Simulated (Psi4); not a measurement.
C₄H₅ (SMILES [CH2-]C#CC), charge -1, singlet, geometry from GFN2-xTB (a gas-phase anion, which may not be bound at this level), with bond 9-4 at 1.6 times its length; BLYP/3-21G (Psi4 1.11).

Psi4 was given this input:
```
memory 2 GB

molecule {
-1 1
C    -0.02689703    0.01898413    2.00101260
C    -0.00904766   -0.04049079    0.66114669
C     0.00789498   -0.42450959   -0.53346907
C     0.02444904    0.23607485   -1.86598431
H    -0.95631018    0.02398960    2.57125672
H     0.88696065    0.03044252    2.59575182
H    -0.01375398    1.34661131   -1.85047335
H     0.93433358   -0.04072948   -2.41968026
H    -1.34207098   -0.30270958   -2.83735423
}

set {
  basis 3-21g
  df_basis_scf cc-pvtz-jkfit
}

energy('blyp')
print_variables()
```

What the program printed (banner, timings and long lists left out):

```
   => Loading Basis Set <=

    Name: 3-21G
    Role: ORBITAL
    Keyword: BASIS

         ---------------------------------------------------------
                                   SCF
               by Justin Turney, Rob Parrish, Andy Simmonett
                          and Daniel G. A. Smith
                              RKS Reference
         ---------------------------------------------------------

  ==> Geometry <==

    Molecular point group: c1
    Full point group: C1

    Geometry (in Angstrom), charge = -1, multiplicity = 1:

       Center              X                  Y                   Z               Mass
    ------------   -----------------  -----------------  -----------------  -----------------
         C           -0.016755652398     0.046386856521     1.978448367524    12.000000000000
         C            0.001093717602    -0.013088063479     0.638582457524    12.000000000000
         C            0.018036357602    -0.397106863479    -0.556033302476    12.000000000000
         C            0.034590417602     0.263477576521    -1.888548542476    12.000000000000
         H           -0.946168802398     0.051392326521     2.548692487524     1.007825032230
         H            0.897102027602     0.057845246521     2.573187587524     1.007825032230
         H           -0.003612602398     1.374014036521    -1.873037582476     1.007825032230
         H            0.944474957602    -0.013326753479    -2.442244492476     1.007825032230
         H           -1.331929602398    -0.275306853479    -2.859918462476     1.007825032230

  Running in c1 symmetry.

  Rotational constants: A =      1.86390  B =      0.12615  C =      0.12542 [cm^-1]
  Rotational constants: A =  55878.42884  B =   3781.75086  C =   3760.03286 [MHz]
  Nuclear repulsion =   92.501450622796639

  Charge       = -1
  Multiplicity = 1
  Electrons    = 30
  Nalpha       = 15
  Nbeta        = 15

  ==> Algorithm <==

  SCF Algorithm Type is DF.
  DIIS enabled.
  MOM disabled.
  Fractional occupation disabled.
  Guess Type is SAD.
  Energy threshold   = 1.00e-06
  Density threshold  = 1.00e-06
  Integral threshold = 1.00e-12

  ==> Primary Basis <==

  Basis Set: 3-21G
    Blend: 3-21G
    Number of shells: 30
    Number of basis functions: 46
    Number of Cartesian functions: 46
    Spherical Harmonics?: false
    Max angular momentum: 1

  ==> DFT Potential <==

   => LibXC <=

    Version 7.1.2
    S. Lehtola, C. Steigemann, M. J. T. Oliveira, and M. A. L. Marques,  SoftwareX 7, 1–5 (2018) (10.1016/j.softx.2017.11.002)

   => Composite Functional: BLYP <=

    BLYP GGA Exchange-Correlation Functional

    P.J. Stephens et. al., J. Phys. Chem., 98, 11623-11627, 1994
    B. Miehlich et. al., Chem. Phys. Lett., 157(3), 200-206 1989

    Deriv               =              1
    GGA                 =           TRUE
    Meta                =          FALSE

    Exchange Hybrid     =          FALSE
    MP2 Hybrid          =          FALSE

   => Exchange Functionals <=

    1.0000     XC_GGA_X_B88

   => Correlation Functionals <=

    1.0000     XC_GGA_C_LYP

   => LibXC Density Thresholds  <==

    XC_GGA_C_LYP:  1.00E-14
    XC_GGA_X_B88:  1.00E-15

   => Molecular Quadrature <=

    Radial Scheme          =       TREUTLER
    Pruning Scheme         =           NONE
    Nuclear Scheme         =       TREUTLER

    Blocking Scheme        =         OCTREE
    BS radius alpha        =              1
    Pruning alpha          =              1
    Radial Points          =             75
    Spherical Points       =            302
    Total Points           =         192813
    Total Blocks           =           1528
    Max Points             =            256
    Max Functions          =             45
    Weights Tolerance      =       1.00E-15

   => Loading Basis Set <=

    Name: CC-PVTZ-JKFIT
    Role: JKFIT
    Keyword: DF_BASIS_SCF

  ==> Integral Setup <==

  SCF_SUBTYPE=INCORE selected. In-core MEM_DF algorithm will be used.
[...]
    wK tasked:                   No
    Algorithm:                 Core
    Schwarz Cutoff:           1E-12
    Mask sparsity (%):       3.5917
    Fitting Condition:        1E-10

   => Auxiliary Basis Set <=

  Basis Set: CC-PVTZ-JKFIT
    Blend: CC-PVTZ-JKFIT
    Number of shells: 150
    Number of basis functions: 559
    Number of Cartesian functions: 559
    Spherical Harmonics?: false
    Max angular momentum: 4

  Minimum eigenvalue in the overlap matrix is 2.9773145680E-03.
  Reciprocal condition number of the overlap matrix is 7.5608983594E-04.
    Using symmetric orthogonalization.

  ==> Pre-Iterations <==

  SCF Guess: Superposition of Atomic Densities via on-the-fly atomic UHF (no occupation information).

   -------------------------
    Irrep   Nso     Nmo
   -------------------------
     A         46      46
   -------------------------
    Total      46      46
   -------------------------

  ==> Iterations <==

                           Total Energy        Delta E     RMS |[F,P]|

   @DF-RKS iter SAD:  -153.64773118422650   -1.53648e+02   0.00000e+00
   @DF-RKS iter   1:  -153.72173818845533   -7.40070e-02   2.11901e-02 ADIIS/DIIS
   @DF-RKS iter   2:  -152.73720758023072    9.84531e-01   2.81636e-02 ADIIS/DIIS
   @DF-RKS iter   3:  -154.11534784704406   -1.37814e+00   1.15024e-02 ADIIS/DIIS
   @DF-RKS iter   4:  -154.25215537201609   -1.36808e-01   6.56653e-03 ADIIS/DIIS
   @DF-RKS iter   5:  -154.27194824987714   -1.97929e-02   5.32984e-03 ADIIS/DIIS
   @DF-RKS iter   6:  -154.31004604728545   -3.80978e-02   1.19141e-03 ADIIS/DIIS
   @DF-RKS iter   7:  -154.31118750414109   -1.14146e-03   6.28570e-04 ADIIS/DIIS
   @DF-RKS iter   8:  -154.31234155888876   -1.15405e-03   1.12202e-04 ADIIS/DIIS
   @DF-RKS iter   9:  -154.31235623120801   -1.46723e-05   6.34828e-05 DIIS
   @DF-RKS iter  10:  -154.31236112760223   -4.89639e-06   8.14813e-06 DIIS
   @DF-RKS iter  11:  -154.31236128132039   -1.53718e-07   5.90333e-07 DIIS
  Energy and wave function converged.

  ==> Post-Iterations <==

   Electrons on quadrature grid:
      Ntotal   =   30.0000057198 ; deviation = 5.720e-06

    Orbital Energies [Eh]
    ---------------------

    Doubly Occupied:

[...]
    Virtual:

[...]
      46A      2.109913

    Final Occupation by Irrep:
              A
    DOCC [    15 ]
    NA   [    15 ]
    NB   [    15 ]

  @DF-RKS Final Energy:  -154.31236128132039

   => Energetics <=

    Nuclear Repulsion Energy =             92.5014506227966393
    One-Electron Energy =                -395.8923730632441220
    Two-Electron Energy =                 172.5650510010576681
    DFT Exchange-Correlation Energy =     -23.4864898419305810
    Empirical Dispersion Energy =           0.0000000000000000
    VV10 Nonlocal Energy =                  0.0000000000000000
    Total Energy =                       -154.3123612813203920

Computation Completed

Properties will be evaluated at   0.000000,   0.000000,   0.000000 [a0]

Properties computed using the SCF density matrix

 Multipole Moments:

 ------------------------------------------------------------------------------------
     Multipole            Electronic (a.u.)      Nuclear  (a.u.)        Total (a.u.)
 ------------------------------------------------------------------------------------

 L = 1.  Multiply by 2.5417464519 to convert [e a0] to [Debye]
 Dipole X            :          0.9311425           -0.4126122            0.5185303
 Dipole Y            :         -0.5671982            1.1199179            0.5527197
 Dipole Z            :          1.9930868           -1.9249253            0.0681615
 Magnitude           :                                                    0.7609327

 ------------------------------------------------------------------------------------

  Variable Map:
  ----------------------------------------------------------------------------
[...]
  Array Variable Map:
  ----------------------------------------------------------------------------
[...]
[...]
```
